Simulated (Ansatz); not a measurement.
# One elementary step

Start structure (Si₂H₅F₃, singlet), relaxed at PBE0-D4/def2-TZVP:

```
10
angstrom
Si -0.8499 -1.0079 0.3578
Si -0.3583 1.2530 -0.0384
F -0.6192 -1.8586 -0.9631
F 0.0887 -1.5807 1.5035
H -2.2515 -1.2293 0.7850
H 2.3015 0.0308 -0.6663
F 2.4531 -0.8776 -0.6037
H -0.5742 2.0341 1.2067
H 1.0543 1.4624 -0.4707
H -1.2447 1.7736 -1.1109
```

The step: Si₂H₄F₂ ([F][SiH]([F])[SiH3]) + HF → SiHF₃ ([F][SiH]([F])[F]) + SiH₄; bonds formed: Si1–F7, Si2–H6; bonds broken: Si1–Si2, H6–F7. Program: Ansatz 0.2.0. Basis: def2-TZVPP and def2-QZVPP. Cores are frozen in the correlated methods. Extrapolation: Hartree–Fock as exp(−7.88 √X), correlation as X^−2.97. Energies below are by CCSD(T) at an estimated basis limit (MP2 extrapolated from triple and quadruple zeta, plus CCSD(T) − MP2 in triple zeta).

What are the electronic barrier and the energy of the step, from the start structure to the end structure? (To be estimated.)

Computed: Barrier 1.528 eV; step energy -1.814 eV (downhill); reverse barrier, their difference, 3.342 eV. Barrier and step energy count from the start structure, the reverse barrier from the end structure.

The saddle point: One imaginary mode of 997i cm⁻¹.
| pair | start (Å) | saddle (Å) | end (Å) |
| --- | --- | --- | --- |
| Si1–F7 | 3.44 | 1.91 | 1.57 |
| Si2–H6 | 2.99 | 1.88 | 1.48 |
| Si1–Si2 | 2.35 | 2.56 | 4.06 |
| H6–F7 | 0.92 | 1.13 | 3.39 |

Zero-point energy (harmonic, PBE0-D4): ZPE is 1.358 eV at the start and 1.306 eV at the saddle, so the barrier goes from 1.528 to 1.477 eV.

No T1 diagnostic of these runs exceeds 0.014. The start structure is not quite a true minimum (one mode of 43i cm⁻¹).

Labels in which every atom is bracketed show which atoms are joined, not bond orders.

For scale, one of the runs: CCSD(T)/def2-TZVPP, 247 basis functions, launched by `ansatz run in.yaml --threads 8 --pin off --events-out ev --progress --plain --max-ram 19148MiB`. Time: 72 s of wall clock on 8 CPU threads of an Arm Neoverse V2; the host was shared. Peak host memory: 5.2 GiB.
